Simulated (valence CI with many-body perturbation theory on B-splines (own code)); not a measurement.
Results of a calculation; reference values are marked as such.
## Energy levels of Nb³⁵⁺

Method: valence CI with perturbative core correlation (CI+MBPT): four valence electrons over a frozen Dirac-Fock core [He], a basis of 11 s, 11 p, 10 d, 8 f, 5 g, 2 h functions for each j, with the one-electron correlation potential Σ1, the two-electron term Σ2, the three-electron term Σ3, Breit, model QED; selected CI, second order for the rest, scaled by the run's own slope (own B-spline code, finite nucleus).

The last digits are not significant, and no measured levels were compared; by estimate large intervals hold to a few tenths of a per cent, small ones and those within an open d or f shell to about a per cent. Among the levels kept, up to 990 cm⁻¹ of a level comes from second order outside the variational space, and about a tenth of that is noise between levels of different J, which matters for small intervals.

Levels 91 to 135 of 200, with energies above the lowest level, (2s^2 2p1/2^2) J=0. "Leading %" is the weight of the configuration and term that name the level; weights of strongly mixed levels are sums over their largest components and can fall short. In the jj column 3d3/2^4 stands for four electrons in 3d with j = 3/2.

```tsv
No.	Configuration	Term	J	E (eV)	Leading %	Second component	g	Leading jj
91	2s2p²3p	³D°	2	3028.2	34	25 % 2s2p²3p ³P°	1.211	2s 2p1/2 2p3/2 3p3/2 (90 %)
92	2s2p²3s	³P	2	3030.4	38	31 % 2s2p²3s ¹D	1.262	2s 2p3/2^2 3s (90 %)
93	2s2p²3d	⁵F	5	3031.5	62	38 % 2s2p²3d ³G	1.316	2s 2p1/2 2p3/2 3d5/2 (92 %)
94	2s2p²3d	³D	1	3032.3	36	33 % 2s2p²3d ³P	1.042	2s 2p1/2 2p3/2 3d5/2 (91 %)
95	2s2p²3d	⁵D	3	3035.5	37	27 % 2s2p²3d ³D	1.317	2s 2p1/2 2p3/2 3d3/2 (57 %)
96	2s2p²3p	³P°	1	3035.6	43	20 % 2s2p²3p ³S°	1.296	2s 2p1/2 2p3/2 3p3/2 (92 %)
97	2s2p²3d	⁵P	2	3035.6	39	19 % 2s2p²3d ³D	1.520	2s 2p1/2 2p3/2 3d3/2 (85 %)
98	2s2p²3p	³P°	0	3035.7	87	12 % 2s2p²3p ¹S°		2s 2p1/2 2p3/2 3p3/2 (97 %)
99	2s2p²3p	³D°	2	3036.6	44	24 % 2s2p²3p ¹D°	1.167	2s 2p1/2 2p3/2 3p3/2 (88 %)
100	2s2p²3d	⁵P	1	3037.8	56	18 % 2s2p²3d ³P	2.092	2s 2p1/2 2p3/2 3d3/2 (86 %)
101	2s2p²3p	³P°	1	3041.1	58	14 % 2s2p²3p ¹P°	1.291	2s 2p1/2 2p3/2 3p3/2 (87 %)
102	2s2p²3d	³F	2	3047.9	30	28 % 2s2p²3d ³P	1.105	2s 2p1/2 2p3/2 3d5/2 (75 %)
103	2s2p²3d	³D	3	3049.4	61	20 % 2s2p²3d ¹F	1.249	2s 2p1/2 2p3/2 3d5/2 (75 %)
104	2s2p²3d	³F	4	3052.7	53	26 % 2s2p²3d ¹G	1.193	2s 2p1/2 2p3/2 3d5/2 (69 %)
105	2s2p²3d	³D	1	3054.1	56	20 % 2s2p²3d ³P	0.846	2s 2p1/2 2p3/2 3d5/2 (86 %)
106	2s2p²3d	³P	0	3055.7	75	19 % 2s2p²3d ¹S		2s 2p1/2 2p3/2 3d5/2 (87 %)
107	2s2p²3d	³G	3	3065.4	60	20 % 2s2p²3d ¹F	0.871	2s 2p1/2 2p3/2 3d3/2 (96 %)
108	2s2p²3p	³P°	2	3068.6	32	22 % 2s2p²3p ³D°	1.466	2s 2p3/2^2 3p1/2 (91 %)
109	2s2p²3d	³F	2	3070.3	49	26 % 2s2p²3d ¹D	0.882	2s 2p1/2 2p3/2 3d3/2 (77 %)
110	2s2p²3s	³S	1	3071.0	52	19 % 2s2p²3s ³P	1.707	2s 2p3/2^2 3s (76 %)
111	2s2p²3p	³D°	3	3071.8	50	18 % 2s2p²3p ¹F°	1.260	2s 2p3/2^2 3p1/2 (91 %)
112	2s2p²3s	³P	2	3075.1	57	11 % 2s2p²3s ¹D	1.353	2s 2p3/2^2 3s (75 %)
113	2s2p²3d	³D	1	3075.4	55	14 % 2s2p²3d ¹P	0.796	2s 2p1/2 2p3/2 3d3/2 (78 %)
114	2s2p²3s	¹P	1	3077.1	55	18 % 2s2p²3s ³D	1.033	2s 2p3/2^2 3s (89 %)
115	2s2p²3d	³G	4	3078.0	43	32 % 2s2p²3d ³F	1.101	2s 2p1/2 2p3/2 3d5/2 (96 %)
116	2s2p²3d	³D	3	3078.8	41	24 % 2s2p²3d ³F	1.162	2s 2p1/2 2p3/2 3d5/2 (92 %)
117	2s2p²3d	³D	1	3080.3	38	32 % 2s2p²3d ¹P	0.908	2s 2p1/2 2p3/2 3d3/2 (75 %)
118	2s2p²3d	³F	2	3081.5	40	15 % 2s2p²3d ¹D	0.946	2s 2p1/2 2p3/2 3d3/2 (87 %)
119	2s2p²3d	³P	0	3083.2	39	32 % 2s2p²3s ¹S		2s 2p1/2 2p3/2 3d3/2 (53 %)
120	2p³3s	⁵S°	2	3083.6	40	36 % 2p³3s ³P°	1.610	2p1/2^2 2p3/2 3s (90 %)
121	2s2p²3s	¹S	0	3086.6	40	33 % 2s2p²3d ³P		2s 2p3/2^2 3s (52 %)
122	2s2p²3d	³P	2	3086.8	31	29 % 2s2p²3d ³D	1.201	2s 2p1/2 2p3/2 3d5/2 (80 %)
123	2s2p²3d	³F	3	3087.2	43	32 % 2s2p²3d ¹F	1.109	2s 2p1/2 2p3/2 3d5/2 (88 %)
124	2s2p²3d	³P	1	3088.3	48	26 % 2s2p²3d ³S	1.510	2s 2p1/2 2p3/2 3d5/2 (78 %)
125	2s2p²3p	³D°	3	3089.2	55	22 % 2s2p²3p ⁵P°	1.339	2s 2p3/2^2 3p3/2 (92 %)
126	2s2p²3p	³F°	4	3089.7	60	40 % 2s2p²3p ⁵D°	1.341	2s 2p3/2^2 3p3/2 (92 %)
127	2p³3s	³D°	1	3090.0	21	21 % 2p³3s ³S°	1.301	2p1/2^2 2p3/2 3s (73 %)
128	2s2p²3d	³D	2	3091.6	46	24 % 2s2p²3d ³P	1.196	2s 2p1/2 2p3/2 3d5/2 (86 %)
129	2s2p²3p	¹P°	1	3096.9	35	16 % 2s2p²3p ³P°	1.342	2s 2p3/2^2 3p3/2 (65 %)
130	2s2p²3p	³P°	2	3108.1	48	24 % 2s2p²3p ¹D°	1.343	2s 2p3/2^2 3p3/2 (92 %)
131	2s2p²3p	³P°	0	3120.4	77	15 % 2s2p²3p ¹S°		2s 2p3/2^2 3p1/2 (90 %)
132	2p³3p	⁵P	1	3121.3	30	17 % 2p³3p ³P	1.608	2p1/2^2 2p3/2 3p1/2 (92 %)
133	2s2p²3p	³P°	1	3121.7	33	25 % 2s2p²3p ³D°	1.324	2s 2p3/2^2 3p1/2 (91 %)
134	2p³3p	³P	2	3122.9	24	23 % 2p³3p ⁵P	1.298	2p1/2^2 2p3/2 3p1/2 (90 %)
135	2s2p²3p	³P°	1	3123.1	48	22 % 2s2p²3p ¹P°	1.304	2s 2p3/2^2 3p1/2 (91 %)
```
